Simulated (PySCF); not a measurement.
## Sm(III) with different ligands

Computed with PySCF 2.14.0, PBE0, def2-SVP on the ligands, density fitting, scalar-relativistic core potentials, no spin-orbit coupling, vacuum. The metal has lcecp-1-SVP with ECP51. Each complex is relaxed within the symmetry of a template of the same shape. Distances are means of the shortest metal–ligand contacts, charges and spins Mulliken's. lcecp potentials hold a fixed number of 4f electrons in the core, out of states, spins and gaps.

```tsv
complex	point group	M–first ligand (Å)	charge on M (e)	dipole (D)	strongest infrared band, degenerate modes summed (cm⁻¹)	unstable modes (below −25 cm⁻¹)
SmO(OH)	Cs	1.863	0.80	6.07	814	0
SmOCl	Cs	1.843	0.82	7.57	837	0
SmOF	Cs	1.854	0.91	7.55	823	0
```

Task: A further member has point group Cs, M–first ligand (Å) 2.363, charge on M (e) 0.82, dipole (D) 8.35, strongest infrared band, degenerate modes summed (cm⁻¹) 568, unstable modes (below −25 cm⁻¹) 0. Which complex is it?

Result: SmSF. This is one of several that fit.

One start shape was tried for each, so a minimum needn't be the lowest isomer.
